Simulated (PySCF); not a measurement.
AlI₃ (SMILES [I][Al]([I])[I]), singlet, geometry from GFN2-xTB (such geometries of metal compounds can be far from the true shape) (core potentials on I). Base run: B3LYP/def2-SV(P) (PySCF).

The PySCF input:
```python
from pyscf import gto, scf, dft

mol = gto.Mole()
mol.atom = '''
    Al   -0.00000000   -0.00000000   -0.00000000
    I    -2.05711704   -1.44131268   -0.05276184
    I     0.00659413    2.22306763   -1.17039456
    I     2.05052292   -0.78175495    1.22315640
'''
mol.basis = 'def2-sv(p)'
mol.ecp = {'I': 'def2-sv(p)'}
mol.verbose = 4
mol.build()

mf = dft.RKS(mol)
mf.xc = 'b3lyp'
mf.kernel()
mf.analyze()
```

Variants of this job, named by their change:

| change | ΔE vs base (mEh) | fitting functions | outcome |
|---|---|---|---|
| base | 0.000 | - | converged |
| auxbasis = def2-universal-jfit | 2246.3 | 225 | converged |
| auxbasis = def2-universal-jkfit | -0.012 | 782 | converged |
| auxbasis = def2-svp-ri | - | - | input refused |
| auxbasis = default (with mf = mf.density_fit()) | -0.012 | 782 | converged |
| auxbasis = cc-pvtz-ri | - | - | input refused |
| auxbasis = even-tempered beta=1.6 | -0.002 | 1211 | converged |
| only_dfj = on; auxbasis = def2-universal-jfit | -0.182 | 225 | converged |
| exchange = seminumerical (SGX) (with mf = sgx.sgx_fit(mf, auxbasis='def2-universal-jfit'); with mf.with_df.dfj = True) | -0.176 | 225 | converged |
| auxbasis = cc-pvdz-jkfit | - | - | input refused |

A fitting set is made for a task (jfit for Coulomb, jkfit for Coulomb and exchange, ri for correlation) and for a family of orbital bases.

- auxbasis = def2-svp-ri: ended with `pyscf.lib.exceptions.BasisNotFoundError: Basis set not found for I in def2-svp-ri`
- auxbasis = cc-pvtz-ri: ended with `pyscf.lib.exceptions.BasisNotFoundError: Basis set not found for I in cc-pvtz-ri`
- auxbasis = cc-pvdz-jkfit: ended with `pyscf.lib.exceptions.BasisNotFoundError: Basis set not found for I in cc-pvdz-jkfit`
